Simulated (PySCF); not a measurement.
**Sc²⁺: ionisation energy**

Sc²⁺ [Ar] 3d1 (2D) → Sc³⁺ [Ar] (1S), as a difference of total energies. Calculation: PySCF 2.14, in x2c-TZVPPall with one added diffuse shell each of s, p, d, f type (7s6p5d3f1g, 80 functions); scalar relativity by spin-free X2C-1e. Correlated levels: valence and next inner shell: [Ne] frozen. The calculations carry no spin-orbit coupling.

| method | ionisation energy (eV) | difference from reference (eV) |
| --- | --- | --- |
| UHF | 23.793 | -0.964 |
| MP2 (valence and next inner shell) | 23.955 | -0.802 |
| SCS-MP2 (valence and next inner shell) | 23.935 | -0.822 |
| CCSD (valence and next inner shell) | 23.968 | -0.789 |
| CCSD(T) (valence and next inner shell) | 23.983 | -0.774 |

Reference: 24.757 eV (measured; NIST Atomic Spectra Database, ionization energies).

The reference lies between the lowest fine-structure levels, while these numbers refer to the centres of the terms.

Errors of the correlated levels include the incompleteness of this basis and the frozen core.
